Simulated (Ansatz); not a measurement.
`BC(C)(C)F` + `N=C(F)S` → `B/N=C(/F)S` + `CC(C)F` at 600 K and 1 bar (ligand exchange at a B–C bond).

Gas-phase electronic energies from Ansatz, PBE0-D4/def2-TZVP geometries. CCSD(T)/CBS adds triple-zeta CCSD(T) − MP2 to the extrapolated MP2 energy (def2 sets, frozen cores). One conformer a species, not always the lowest.

| species | CCSD(T)/CBS energy (Eh) | H − E (kJ/mol) | S (J/(mol·K)) |
| --- | --- | --- | --- |
| `BC(C)(C)F` | -243.53634 | 340.6 | 431.9 |
| `N=C(F)S` | -591.49692 | 125.7 | 342.8 |
| `B/N=C(/F)S` | -616.91068 | 167.9 | 403.5 |
| `CC(C)F` | -218.16942 | 300.9 | 367.4 |

H − E and S are ideal-gas, rigid-rotor, harmonic terms from PBE0-D4/def2-TZVP, for one conformer and one mirror image of each species. 1 Eh = 2625.50 kJ/mol, R = 8.31446 J/(mol·K).

By hand: ΔE, ΔH, ΔS and ΔG.

ΔE = (-616.91068) + (-218.16942) − (-243.53634) − (-591.49692) = -0.04684 Eh = -123.0 kJ/mol. Δ(H − E) = 167.9 + 300.9 − 340.6 − 125.7 = 2.5, so ΔH = -120.5 kJ/mol. ΔS = 403.5 + 367.4 − 431.9 − 342.8 = -3.8 J/(mol·K). ΔG = -120.5 − 600 × (-3.8)/1000 = -118.2 kJ/mol.

By hand: the equilibrium constant, and the temperature at which ΔG would vanish if ΔH and ΔS stayed fixed.

log₁₀ K = −ΔG/(RT ln 10) = 10.3. ΔG = 0 at ΔH/ΔS = 31711 K, far beyond where these terms or the molecules hold.

The number of gas molecules stays the same, so ΔS is small and ΔH decides. A doubt of 5 kJ/mol in ΔE shifts log₁₀ K by 0.4 here. Other conformers and mirror images would add mixing entropy, several J/(mol·K) or more a flexible species. Modes under 60 cm⁻¹, often nearly free rotors, make the harmonic entropy too high. These are equilibria of isolated gas molecules and say nothing of rates. Largest T1 diagnostic: 0.015 (customary marks: 0.02 for closed shells, 0.045 for open ones).
